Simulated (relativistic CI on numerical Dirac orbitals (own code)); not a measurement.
## Energy levels of Au69+

Calculated at this level of theory: Dirac-Coulomb-Breit CI, KLI orbitals optimised for each configuration, QED by a radiative potential, unscaled Slater integrals (own radial code, finite nucleus).

CI space (outside the closed core 1s2): 2s²2p⁶, 2s²2p⁵3s, 2s²2p⁵3p, 2s²2p⁵3d, 2s2p⁶3s, 2s2p⁶3p, 2s2p⁶3d, 2s²2p⁵4s, 2s²2p⁵4p, 2s²2p⁵4d, 2s²2p⁵4f, 2s²2p⁴3s², 2s²2p⁴3s3p, 2s²2p⁵5s, 2s2p⁶4s, 2s²2p⁵5p, 2s²2p⁴3s3d, 2s²2p⁵5d, 2s²2p⁴3p², 2s2p⁶4p, 2s²2p⁵5f, 2s²2p⁵5g, 2s2p⁶4d, 2s2p⁶4f, 2s²2p⁴3p3d, 2s2p⁵3s², 2s²2p⁴3d², 2s2p⁵3s3p, 2s2p⁵3s3d, 2s2p⁵3p², 2s2p⁶5s, 2s2p⁵3p3d, 2s2p⁶5p, 2s2p⁶5d, 2s2p⁶5f, 2s2p⁶5g. Levels of other configurations are missing.

| No. | Configuration | Term | J | E (eV) | % | Next component (%) | jj configuration (%) |
| --- | --- | --- | --- | --- | --- | --- | --- |
| 1 | 2s²2p⁶ | ¹S | 0 | 0.0 | 100 |  | closed (100) |
| 2 | 2s²2p⁵3s | ³P° | 2 | 9493.6 | 100 |  | 2p3/2^3 3s (100) |
| 3 | 2s²2p⁵3s | ¹P° | 1 | 9503.0 | 66 | 34 ³P° | 2p3/2^3 3s (100) |
| 4 | 2s²2p⁵3p | ³P | 1 | 9659.3 | 50 | 31 ³S | 2p3/2^3 3p1/2 (100) |
| 5 | 2s²2p⁵3p | ³D | 2 | 9660.7 | 50 | 33 ¹D | 2p3/2^3 3p1/2 (100) |
| 6 | 2s²2p⁵3p | ³D | 3 | 10176.8 | 100 |  | 2p3/2^3 3p3/2 (100) |
| 7 | 2s²2p⁵3p | ¹P | 1 | 10177.4 | 56 | 36 ³S | 2p3/2^3 3p3/2 (100) |
| 8 | 2s²2p⁵3p | ³P | 2 | 10191.3 | 67 | 33 ¹D | 2p3/2^3 3p3/2 (100) |
| 9 | 2s²2p⁵3p | ¹S | 0 | 10254.1 | 63 | 37 ³P | 2p3/2^3 3p3/2 (100) |
| 10 | 2s²2p⁵3d | ³P° | 0 | 10350.0 | 100 |  | 2p3/2^3 3d3/2 (100) |
| 11 | 2s²2p⁵3d | ³F° | 3 | 10360.8 | 54 | 39 ¹F° | 2p3/2^3 3d3/2 (100) |
| 12 | 2s²2p⁵3d | ³P° | 1 | 10360.9 | 64 | 34 ³D° | 2p3/2^3 3d3/2 (98) |
| 13 | 2s²2p⁵3d | ³D° | 2 | 10370.2 | 54 | 18 ³F° | 2p3/2^3 3d3/2 (100) |
| 14 | 2s²2p⁵3d | ³F° | 4 | 10474.7 | 100 |  | 2p3/2^3 3d5/2 (100) |
| 15 | 2s²2p⁵3d | ¹D° | 2 | 10482.8 | 48 | 41 ³P° | 2p3/2^3 3d5/2 (100) |
| 16 | 2s²2p⁵3d | ³D° | 3 | 10493.6 | 71 | 27 ¹F° | 2p3/2^3 3d5/2 (100) |
| 17 | 2s²2p⁵3d | ¹P° | 1 | 10524.9 | 63 | 20 ³P° | 2p3/2^3 3d5/2 (98) |
| 18 | 2s²2p⁵3s | ³P° | 0 | 11373.8 | 100 |  | 2p1/2 2p3/2^4 3s (100) |
| 19 | 2s²2p⁵3s | ³P° | 1 | 11377.2 | 66 | 34 ¹P° | 2p1/2 2p3/2^4 3s (100) |
| 20 | 2s²2p⁵3p | ³D | 1 | 11534.2 | 74 | 23 ¹P | 2p1/2 2p3/2^4 3p1/2 (100) |
| 21 | 2s²2p⁵3p | ³P | 0 | 11588.5 | 63 | 37 ¹S | 2p1/2 2p3/2^4 3p1/2 (100) |
| 22 | 2s2p⁶3s | ³S | 1 | 11908.3 | 98 | 1 2s²2p⁵3p ³P | 2s 3s (98) |
| 23 | 2s2p⁶3s | ¹S | 0 | 11950.0 | 100 |  | 2s 3s (100) |
| 24 | 2s²2p⁵3p | ³D | 2 | 12061.8 | 50 | 33 ¹D | 2p1/2 2p3/2^4 3p3/2 (100) |
| 25 | 2s²2p⁵3p | ³P | 1 | 12064.6 | 49 | 29 ³S | 2p1/2 2p3/2^4 3p3/2 (98) |
| 26 | 2s2p⁶3p | ³P° | 1 | 12079.3 | 67 | 33 ¹P° | 2s 3p1/2 (99) |
| 27 | 2s2p⁶3p | ³P° | 0 | 12080.4 | 100 |  | 2s 3p1/2 (100) |
| 28 | 2s²2p⁵3d | ³F° | 2 | 12241.0 | 74 | 20 ¹D° | 2p1/2 2p3/2^4 3d3/2 (100) |
| 29 | 2s²2p⁵3d | ³D° | 1 | 12267.4 | 49 | 34 ¹P° | 2p1/2 2p3/2^4 3d3/2 (99) |
| 30 | 2s²2p⁵3d | ³P° | 2 | 12362.4 | 47 | 36 ³D° | 2p1/2 2p3/2^4 3d5/2 (100) |

Energies count from the lowest computed level; ° marks odd parity. Filled j subshells are mostly left out of the jj labels.

The mean weight of the leading LS term, summed over parents, in these 30 levels is 71 %, and that of the leading jj configuration (from the same eigenvectors) 100 %, so jj coupling describes them better and the LS labels are nominal.

At this charge energies of transitions that change n are usually good to better than 1 %, and those within a shell (Δn = 0) to a few per cent.

LS names give the leading component of a level, which can be under half, so a name can repeat, a term be missing and a line seem to break the LS rules.
